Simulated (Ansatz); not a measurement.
Geometry optimisation, RKS PBE0/6-31G* (Ansatz 0.2.0).

input.yaml

```yaml
crystal:
  periodic: [false, false, false]
  atoms:
    - { symbol: Al, position_ang: [0.008831, -0.126258, -0.189353] }
    - { symbol: H, position_ang: [0.016644, -0.454542, 1.350065] }
    - { symbol: "N", position_ang: [1.563758, -0.077719, -1.047608] }
    - { symbol: H, position_ang: [2.454683, -0.190952, -0.585381] }
    - { symbol: H, position_ang: [1.700836, 0.158157, -2.019811] }
    - { symbol: "N", position_ang: [-1.555238, -0.01212, -1.024885] }
    - { symbol: H, position_ang: [-2.443804, -0.026858, -0.54469] }
    - { symbol: H, position_ang: [-1.691488, 0.180282, -2.006808] }
    - { symbol: F, position_ang: [0.042079, 2.148232, 1.581762] }
    - { symbol: H, position_ang: [0.0407, 1.299978, 1.96871] }
basis:
  gaussian: { orbitals: "6-31G*" }
hamiltonian:
  xc: pbe0
relax:
  f_tol: 0.03
  max_steps: 50
```

Command:

```bash
$ ansatz run input.yaml --threads 1 --pin off --max-ram 2048MiB --backend cpu --events-out ev --progress --plain --runs-dir out
```

Problem. Where does it end, and by what steps?

Solution. The forces met the threshold. After 6 steps the energy has fallen by 0.175 eV; F9 moved furthest, 0.59 Å. Joined: Al1–F9 (2.88 → 2.12 Å).

| step | energy less start (eV) | largest force component (eV/Å) | accepted |
| --- | --- | --- | --- |
| 0 | 0.0000 | 0.402 | yes |
| 1 | -0.0461 | 0.657 | yes |
| 2 | -0.1183 | 1.031 | yes |
| 3 | -0.1719 | 0.114 | yes |
| 4 | -0.1740 | 0.065 | yes |
| 5 | -0.1746 | 0.040 | yes |
| 6 | -0.1750 | 0.018 | yes |

```xyz
10
Properties=species:S:1:pos:R:3
Al 0.009 0.053 -0.074
H 0.015 -0.521 1.455
N 1.560 0.033 -0.956
H 2.447 -0.195 -0.530
H 1.683 0.218 -1.941
N -1.550 0.095 -0.939
H -2.448 -0.037 -0.496
H -1.670 0.235 -1.932
F 0.041 1.827 1.091
H 0.050 1.189 1.805
```

The run took 14 s on 1 thread of Intel(R) Xeon(R) 6975P-C (Granite Rapids) (shared host), peak memory 0.19 GiB.
